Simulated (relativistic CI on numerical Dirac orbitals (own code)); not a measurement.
# Line list: Electric-dipole lines, Pr53+

Calculated at this level of theory: Dirac-Coulomb-Breit CI, separate exchange-only KLI orbitals for each configuration, model QED (radiative potential, 1s self-energy scaled to tabulated hydrogen-like ionisation energies), unscaled Slater integrals (own radial code, finite nucleus).

CI space (outside the closed core 1s2): 2s²2p², 2s2p³, 2p⁴, 2p³3s, 2p³3p, 2p³3d, 2s²2p3s, 2s²2p3p, 2s²2p3d, 2s2p²3s, 2s2p²3p, 2s2p²3d, 2s²2p4s, 2s²2p4p, 2s²2p4d, 2s²2p4f. Levels of other configurations are missing.

```
λ vac (nm)            Lower              Upper   A (s⁻¹)  E lower (eV)  E upper (eV)
   0.19149   2s²2p² ³P1 [2]  2s²2p3d ³D°2 [61]  2.72e+14        498.74       6973.39
   0.19168   2s²2p² ¹D2 [3]  2s²2p3d ³F°3 [64]  4.78e+14        515.62       6983.82
   0.19170   2s2p³ ⁵S°2 [8]  2s2p²3d ³D2 [153]  5.32e+14       1189.49       7656.97
   0.19179   2s²2p² ³P0 [1]  2s²2p3d ³D°1 [32]  5.78e+14          0.00       6464.55
   0.19199   2s²2p² ¹D2 [3]  2s²2p3d ³D°2 [61]  3.12e+14        515.62       6973.39
   0.19214  2s2p³ ¹D°2 [12]  2s2p²3d ³F3 [178]  4.46e+14       1298.67       7751.44
   0.19242   2s2p³ ³P°2 [4]   2s2p²3d ⁵P1 [94]  9.03e+14        710.86       7154.20
   0.19242   2s2p³ ³D°1 [5]  2s2p²3d ¹D2 [112]  4.62e+14        778.77       7222.08
   0.19251   2s2p³ ³P°2 [4]   2s2p²3d ³D2 [93]  7.22e+14        710.86       7151.20
   0.19257   2s2p³ ³D°3 [9]  2s2p²3d ³F4 [157]  5.71e+14       1228.02       7666.28
   0.19264   2s2p³ ³P°2 [4]   2s2p²3d ³F3 [91]  4.83e+14        710.86       7146.75
   0.19277   2s2p³ ³D°3 [9]  2s2p²3d ⁵D3 [155]  3.87e+14       1228.02       7659.86
   0.19341   2s2p³ ³D°1 [5]    2p³3p ³D2 [103]  3.73e+14        778.77       7189.24
   0.19345   2s²2p² ¹D2 [3]  2s2p²3p ³D°3 [56]  2.29e+14        515.62       6924.84
   0.20612  2s2p³ ³P°2 [16]  2s2p²3d ³D3 [185]  7.15e+14       1768.55       7783.62
   0.20652   2s²2p² ³P2 [6]  2s²2p3d ³D°3 [71]  9.44e+14       1029.02       7032.45
   0.20682   2s²2p² ³P1 [2]  2s²2p3d ³P°2 [33]  5.42e+14        498.74       6493.63
   0.20700   2s²2p² ³P2 [6]  2s²2p3d ³P°2 [70]  4.69e+14       1029.02       7018.48
   0.20728   2s²2p² ¹D2 [3]  2s²2p3d ³F°3 [34]  5.69e+14        515.62       6497.10
   0.20737   2s2p³ ⁵S°2 [8]   2s2p²3d ³F3 [99]  7.43e+14       1189.49       7168.40
   0.20755  2s2p³ ¹P°1 [17]  2s2p²3d ¹D2 [188]  1.06e+15       1833.33       7807.12
   0.20756   2s2p³ ³D°3 [9]  2s2p²3d ³F4 [107]  7.64e+14       1228.02       7201.51
   0.20760   2s2p³ ³P°2 [4]   2s2p²3d ³D3 [39]  5.68e+14        710.86       6683.23
   0.20767   2s2p³ ³D°3 [9]  2s2p²3d ³D3 [106]  2.87e+14       1228.02       7198.16
   0.20781   2s²2p² ¹S0 [7]  2s²2p3d ¹P°1 [72]  5.96e+14       1074.88       7041.15
   0.20782  2s2p³ ³S°1 [11]  2s2p²3d ³P2 [117]  7.08e+14       1288.20       7254.18
   0.20814  2s2p³ ¹D°2 [12]  2s2p²3d ¹F3 [119]  8.29e+14       1298.67       7255.34
   0.20842  2s2p³ ³P°2 [16]  2s2p²3d ³D3 [172]  4.88e+14       1768.55       7717.32
   0.20877     2p⁴ ³P2 [14]   2p³3d ³D°3 [138]  9.30e+14       1525.52       7464.36
   0.20942   2s2p³ ³D°1 [5]   2s2p²3d ³F2 [42]  5.14e+14        778.77       6699.10
```

Terms are leading LS components. Brackets give the number of a level in order of energy, since labels repeat. The list gives strong lines, with weight on those to low levels, without lines whose two gauges differ by over a factor of 2.5, among the lowest 200 of 274 levels, so that lines to higher ones, which can be the strongest, are missing. Levels whose partners in the same complex of configurations lie outside the list can be far off, and so can their lines. Rates are taken at the computed energies, electric ones in the length gauge.

At this charge energies of transitions that change n are usually good to better than 1 %, and those within a shell (Δn = 0) to a few per cent.

LS names give the leading component of a level, which can be under half, so a name can repeat, a term be missing and a line seem to break the LS rules.
